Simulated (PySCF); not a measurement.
**Ga⁹⁺: ionisation energy**

Ga⁹⁺ [Ar] 3d4 [3d3/2^4, M_J = 0] → Ga¹⁰⁺ [Ar] 3d3 [3d3/2^3, M_J = 3/2], as a difference of total energies. Calculation: PySCF 2.14, in an even-tempered Gaussian basis (17 s from 0.53 bohr⁻², ratio 2.8; 12 p from 0.69 bohr⁻², ratio 2.8; 8 d from 0.69 bohr⁻², ratio 2.8; 4 f from 2.9 bohr⁻², ratio 3); the two-component X2C-1e Hamiltonian. Correlated levels: [Ne] frozen; the 70 highest virtual spinors dropped. "Screened" scales the spin-orbit matrix elements by Boettger's factors to mimic the two-electron term; Breit and QED terms are absent.

```
                    method  ionisation energy (eV)
           GHF (spin-free)                  243.86
          GMP2 (spin-free)                  244.53
 GHF (screened spin-orbit)                  243.69
GMP2 (screened spin-orbit)                  244.37
```

**Question.** How much does correlation contribute at GMP2 (screened spin-orbit)?

**Answer.** 244.37 − (243.69) = 0.68 eV, measured against GHF (screened spin-orbit).

The spin-free rows relax to the high-spin LS determinant and lack the spin-orbit shift.

The labels give the starting determinants; with spin-orbit coupling the two ends relaxed to ⟨J²⟩ = 3.73, ⟨L²⟩ = 5.97, ⟨S²⟩ = 5.97 and ⟨J²⟩ = 6.39, ⟨L²⟩ = 11.96, ⟨S²⟩ = 3.73.

The determinant of Ga⁹⁺ and of Ga¹⁰⁺ mixes levels of different J (the jj label is only the starting occupation), so the difference between spin-free and spin-orbit rows is not the physical spin-orbit shift.

For comparison: 244 ± 2.5 eV (theoretical estimate listed by NIST; NIST Atomic Spectra Database, ionization energies).
